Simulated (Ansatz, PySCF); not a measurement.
Noncovalent pair: CH4 (SMILES C) (first 5 atoms) with CH4O (SMILES CO); geometry from B3LYP-D3(BJ)/def2-TZVP.
(charge 0, multiplicity 1):
```xyz
11

C     -0.07215     0.03071    -0.15670
H      0.04576     0.26599    -1.21319
H     -0.64912    -0.88962    -0.06234
H      0.91145    -0.10370     0.29225
H     -0.59419     0.84834     0.33873
C      0.65683     0.27042     3.58323
O     -0.69178     0.00227     3.22936
H      1.26678    -0.63957     3.60637
H      0.64228     0.69954     4.58417
H      1.12539     0.99219     2.90500
H     -0.70632    -0.37617     2.34484
```

Basis-set superposition error: the interaction energy with monomers in their own basis, and in the dimer's basis (counterpoise).

Programs: Ansatz (Gaussian basis) for Hartree–Fock, density functionals and correlated methods; PySCF for 6-31G* rows. Values without a source in brackets are computed.

```
level                  uncorrected (meV)  counterpoise (meV)  difference
---------------------  -----------------  ------------------  ----------
HF/6-31G*                           -0.9                22.1        23.0
HF/aug-cc-pVDZ                       9.7                22.7        13.0
PBE/def2-TZVPPD                    -28.7               -26.6         2.2
revPBE/def2-TZVPPD                  21.4                23.5         2.1
B3LYP/def2-TZVPPD                    1.4                 3.4         2.0
CAM-B3LYP/def2-TZVPPD              -23.3               -21.2         2.1
wB97X-V/def2-TZVPPD                -53.1               -51.4         1.7
MP2/6-31G*                         -49.0                -5.1        43.9
SCS-MP2/aug-cc-pVDZ                -59.3               -20.0        39.3
CCSD(T)/aug-cc-pVDZ                -76.4               -37.5        39.0
```

The error is largest for MP2/6-31G* (43.9 meV) and smallest for wB97X-V/def2-TZVPPD (1.7 meV).

Ansatz is a quantum-chemistry and plane-wave program.
